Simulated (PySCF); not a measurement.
The complex [CoCl4]2- (charge -2) contains Co(II), shell d7. The structure is a PBE0-D3(BJ)/def2-TZVP, IEF-PCM water geometry optimised for multiplicity 2; coordination square planar, point group D4h, metal–donor distances 2.26 Å.

```
5

Co    0.000    0.000    0.000
Cl    2.261    0.000    0.000
Cl   -2.261    0.000    0.000
Cl    0.000    2.261    0.000
Cl    0.000   -2.261    0.000
```

Method (PySCF 2.14, density fitting): CASSCF(7,5) with orbitals averaged over the states of highest spin, strongly contracted NEVPT2 on the averaged canonical orbitals; basis x2c-TZVPall on the metal, x2c-SVPall elsewhere; spin-free X2C; IEF-PCM water; spin-orbit coupling by state interaction with the mean-field operator over all roots.

Problem. What is the ground state?

Solution. 4B2g (S = 3/2, orbital degeneracy 1), orbital occupations from the lowest 2.0 1.0 1.0 2.0 1.0, by NEVPT2.

Problem. Where do the spin-allowed transitions within the shell lie?

Solution. By NEVPT2: 4Eg at 350 cm⁻¹; 4A2g at 1114 cm⁻¹; 4Eg at 7672 cm⁻¹ (1303 nm); 4B1g at 11474 cm⁻¹ (872 nm); 4Eg at 19364 cm⁻¹ (516 nm); 4A2g at 28947 cm⁻¹ (345 nm). All are electric-dipole forbidden at this geometry.

Problem. Which is the lowest state of another spin?

Solution. 2A1g at 8542 cm⁻¹ by NEVPT2; CASSCF alone puts it at 12946 cm⁻¹ above the same ground state.

Problem. Give the fitted ligand-field and repulsion parameters.

Solution. At CASSCF level (the NEVPT2 levels don't fit a ligand-field model well): orbital energies 0, 1275, 1275, 3744, 12637 cm⁻¹; B = 1190 cm⁻¹; C = 4416 cm⁻¹; B over its free-ion value at the same level 0.952; rms of the fit 91 cm⁻¹; ζ = 510 cm⁻¹ (free ion 526).

Problem. What are the magnetic parameters?

Solution. Degenerate or low-lying orbital states mix with the ground state, so no spin-only Hamiltonian applies. The lowest spin-orbit level is 2-fold, effective g = 1.50, 6.05, 6.05; the next lies at 159.3 cm⁻¹. μeff is 5.83 μB at 300 K and 4.51 μB at 10 K; the spin-only value is 3.88 μB.

No frequencies were computed for the optimised geometry. The structure was relaxed for multiplicity 2, not for the ground state found here, whose own structure may differ much. NEVPT2 lifts 4B1g from 8650 to 11474 cm⁻¹; on the d shell alone such lifts tend to overshoot. Gaps between spin states lean to high spin in this active space.

The job took 11 s on one thread of Intel Xeon Platinum 8488C (shared host), with 120 basis functions and a peak of 0.52 GiB, launched as `OMP_NUM_THREADS=1 python lf_run.py task.json out`.
